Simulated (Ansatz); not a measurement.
Diatomic Ni₂, multiplicity 5 (an upper state: multiplicity 3 came lower at PBE0/def2-TZVPP). No spin–orbit coupling. Ni is treated without relativity.

The constants come from a fifth-degree fit in 1/R (seven points, main isotopes). In def2 and cc sets the state is the lowest found near the PBE0 minimum, followed along R.

The values were computed with Ansatz (a program for electronic structure) with Gaussian orbitals. Each number belongs to the level named beside it.

```json
[
 {"level": "PBE/def2-TZVPP", "r_e (Å)": "2.317", "ω_e (cm⁻¹)": "233", "B_e (cm⁻¹)": "0.108", "ω_e x_e (cm⁻¹)": "1.2"},
 {"level": "PBE0/def2-TZVPP", "r_e (Å)": "2.308", "ω_e (cm⁻¹)": "244", "B_e (cm⁻¹)": "0.109", "ω_e x_e (cm⁻¹)": "1.1"},
 {"level": "wB97X-V/def2-TZVPP", "r_e (Å)": "2.362", "ω_e (cm⁻¹)": "186", "B_e (cm⁻¹)": "0.104", "ω_e x_e (cm⁻¹)": "1.4"}
]
```
